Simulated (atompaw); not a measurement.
**What one change does to a pseudopotential (scandium, PAW (atompaw))**

- Element: scandium
- Generator: atompaw 4.2.0.5
- Type: PAW
- Functional: PBE
- Relativity: scalar-relativistic
- Frozen core: [Ar]
- Valence charge: 3
- Reference configuration: 3d1 4s2 4p0
- Partial waves: 4s (bound): rc 3.00 bohr; 4s channel at 0.05 Ry: rc 3.00 bohr; 4p (bound, empty): rc 3.00 bohr; 4p channel at 0.5 Ry: rc 3.00 bohr; 3d (bound): rc 2.85 bohr; 3d channel at 1.4 Ry: rc 3.00 bohr
- Local potential: troulliermartins scheme with l = 3 at 0 Ry, radius 2.15 bohr
- Core correction: smooth core density matched at 2.90 bohr
- Augmentation charge: besselshape compensation charge, radius 2.75 bohr; PAW radius 3.00 bohr; waves and projectors: custom rrkj vanderbiltortho

All-electron outer shells of the reference configuration (PBE, scalar-relativistic, ld1.x):

```tsv
shell	level (eV)	outermost node (bohr)	outermost maximum (bohr)
3s	-55.04	0.42	0.92
3p	-33.63	0.39	0.97
4s	-4.18	1.33	3.14
3d	-3.23	–	1.10
4p	-1.47	1.49	4.03
```

Change: local potential troulliermartins scheme with l = 3 at 0 Ry, radius 2.50 bohr.

Cutoffs: the cutoffs (Ry, on a coarse ladder) from which the occupation-weighted sum of valence levels, in a spherical-Bessel basis at the reference potential, stays within 10 and 1 mRy of its value at 400 Ry; they do not see the model core or the augmentation charge, which bear on the density cutoff.

Task: What does the change do?

Result: Both files are so soft that the ladder of cutoffs tells neither apart; the bound ghost in p, s disappears. A state that the projectors do not describe sees the local part alone, so a deeper or shallower local part can create or remove a ghost.

```tsv
quantity	base	changed
cutoff, loose	10 Ry	10 Ry
cutoff, tight	12 Ry	12 Ry
bound ghosts	s, p	none
s: phases at 3.01 bohr within 0.05 rad from the reference energy up to (Ry; the scan ends near 5)	3.3	3.9
p: phases at 3.01 bohr within 0.05 rad from the reference energy up to (Ry; the scan ends near 5)	3.8	3.4
d: phases at 3.01 bohr within 0.05 rad from the reference energy up to (Ry; the scan ends near 5)	4.3	4.6
lowest overlap eigenvalue by channel	s 0.31, p 0.65, d 0.81	s 0.37, p 0.65, d 0.81
```

 A true bound ghost makes a file unfit for plane-wave use even where its test errors are small: the radial tests pick states by their node count and pass the ghost by. The cutoffs see the waves, projectors and local potential, not the compensation charge or the core.
